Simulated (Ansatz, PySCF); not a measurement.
CH7Si2 (SMILES [SiH2]C[SiH3]), doublet, geometry from GFN2-xTB. Base run: CCSD(T)/STO-3G (PySCF).

The PySCF input:
```python
from pyscf import gto, scf, cc

mol = gto.M(
    atom='''
Si    1.59988694    0.34736675    0.04848937
C     0.09882935   -0.73051698   -0.37843236
Si   -1.55306880    0.00925851    0.19494587
H     2.87402570   -0.30575813   -0.24574037
H     1.52258239    1.68412327   -0.53094802
H     0.06994554   -0.88620874   -1.45955576
H     0.22570188   -1.71786266    0.06658803
H    -2.66919782   -0.85524983   -0.20323662
H    -1.73717387    1.32711411   -0.41750382
H    -1.53431394    0.14419024    1.65289750
''',
    basis='sto-3g',
    spin=1,
    verbose=4,
)

mf = scf.UHF(mol)
mf.kernel()

mycc = cc.CCSD(mf)
mycc.kernel()
et = mycc.ccsd_t()
print('E(CCSD(T)) = %.10f' % (mycc.e_tot + et))
```

The same geometry, method and basis name were run in Ansatz (a quantum-chemistry and plane-wave program) and PySCF, at each program's defaults and at the settings that a row names. The base is PySCF at its defaults. Differences at the defaults can come from grids, fitting, cores and function types together.

| code and settings | ΔE vs base (mEh) | basis functions | E (Eh) | SCF cycles | SCF-reference dipole (D) |
|---|---|---|---|---|---|
| PySCF, defaults (exact integrals, spherical functions, all electrons correlated) | 0.000 | 30 | -612.82826 | 11 | 0.42 |
| Ansatz, defaults (factorised integrals, spherical functions, frozen core) | 6.591 | 30 | -612.82167 | - | - |
| PySCF, frozen core | 6.579 | 30 | -612.82168 | 11 | 0.42 |
| Ansatz, high accuracy, frozen core | 6.579 | 30 | -612.82168 | - | - |

Open shells are given as the SCF converged; they aren't shown to be the lowest states, and a large step between rows can be another state.
